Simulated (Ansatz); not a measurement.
Gas-phase electronic energies from Ansatz, PBE0-D4/def2-TZVP geometries. CCSD(T)/CBS adds triple-zeta CCSD(T) − MP2 to the extrapolated MP2 energy (def2 sets, frozen cores). This one scheme is used for every species. DFT in def2-TZVPP. Elements past krypton have def2 core potentials. For Ge, In outer-core shells are correlated without core-valence functions, which leaves a few kJ/mol of doubt a bond. Scalar relativity is left out up to krypton.

Reaction (cleavage of the Ge–In bond): `[F][GeH2][InH2]` + H–F → `[F][GeH2][F]` + `[InH3]`

`[F][GeH2][InH2]`:

```xyz
7

F    -1.851   -0.784    1.131
Ge   -0.904    0.492    0.380
In    1.292   -0.564   -0.571
H    -1.852    1.105   -0.675
H    -0.703    1.533    1.503
H     1.595   -2.248   -0.393
H     2.422    0.466   -1.374
```

H–F:

Z-matrix (Å, degrees):
```
F
H 1 0.920
```

`[F][GeH2][F]`:

Z-matrix (Å, degrees):
```
Ge
F 1 1.724
F 1 1.724 2 105.0
H 1 1.527 2 107.9 3 -114.9
H 1 1.527 2 107.9 3 114.9
```

`[InH3]`:

```xyz
4

In    0.000    0.000    0.000
H    -1.036   -0.238    1.358
H    -0.550    0.914   -1.354
H     1.586   -0.676   -0.004
```

| level | ΔE (kJ/mol) |
| --- | --- |
| PBE | -13.7 |
| revPBE | -14.9 |

Task: What does CCSD(T)/CBS give? (Best estimate.)

Result: The calculation gave: -13.8 kJ/mol. The listed levels differ from it by 0.1, -1.1 kJ/mol.

Largest T1 diagnostic among the species: 0.014.

In def2-TZVPP, CCSD(T) changes the Hartree–Fock value by +22.2 kJ/mol (the triples alone add +1.3 kJ/mol) and MP2 by +24.1 kJ/mol. From BLYP to BHLYP (50 % exact exchange), in def2-TZVPP and without D4, ΔE moves by −7.0 kJ/mol.
